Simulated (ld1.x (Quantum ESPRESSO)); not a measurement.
**Plane-wave convergence, RRKJ potential for oxygen**

oxygen, norm-conserving RRKJ (Kleinman–Bylander form), made with ld1.x (Quantum ESPRESSO) 7.5 (PBE, fully relativistic). Core [He], reference 2s2 2p3 (charge +1). Waves: 2s (bound): rc 0.60 bohr; 2p (bound): rc 1.50 bohr; 3d channel at 0.25 Ry: rc 1.30 bohr. Local part: the d channel. Core correction: Bessel-smoothed model core inside 0.30 bohr. rho0 = 0.02.

Open shells are filled in proportion to 2j + 1 (rel_dist='average').

The pseudo-atom Hamiltonian at the reference potential is diagonalised in spherical Bessel functions j_l(qr) that vanish at 20 bohr, with q² up to the cutoff. All-electron valence levels (Ry): 2s -2.9152, 2p1/2 -1.7991, 2p3/2 -1.7959.

Q: How do the lowest levels (Ry) of each channel move with the cutoff, and are there ghosts?

A:

```
cutoff (Ry)     s #1     s #2  p1/2 #1  p1/2 #2  p3/2 #1  p3/2 #2  d3/2 #1  d5/2 #1  d5/2 #2     f #1  Σ f·Δε (mRy)
          8  -2.6577  -0.4232  -0.8821  -0.1946  -0.8819  -0.1946  -0.1311  -0.1311  -0.0409  -0.0415        3256.6
         18  -2.6858  -0.4276  -1.3435  -0.2427  -1.3423  -0.2426  -0.1316  -0.1316  -0.0415  -0.0415        1818.3
         35  -2.7842  -0.4360  -1.7423  -0.2767  -1.7395  -0.2765  -0.1318  -0.1318  -0.0417  -0.0415         428.4
         55  -2.8580  -0.4427  -1.7978  -0.2812  -1.7946  -0.2809  -0.1318  -0.1318  -0.0417  -0.0415         115.0
         90  -2.8785  -0.4447  -1.7991  -0.2813  -1.7959  -0.2811  -0.1318  -0.1318  -0.0417  -0.0415          70.1
        140  -2.8791  -0.4448  -1.7992  -0.2813  -1.7959  -0.2811  -0.1318  -0.1318  -0.0417  -0.0415          68.8
        230  -2.8866  -0.4455  -1.7992  -0.2813  -1.7959  -0.2811  -0.1318  -0.1318  -0.0417  -0.0415          53.9
        400  -2.9135  -0.4482  -1.7992  -0.2813  -1.7959  -0.2811  -0.1318  -0.1318  -0.0417  -0.0415           0.0
```

Result: no extra level below or beside the all-electron valence levels (s, p1/2, p3/2, d3/2, d5/2, f tested); 10 mRy is reached at over 300 Ry and 1 mRy at over 300 Ry.

Its largest configuration-test error is +2286 meV.
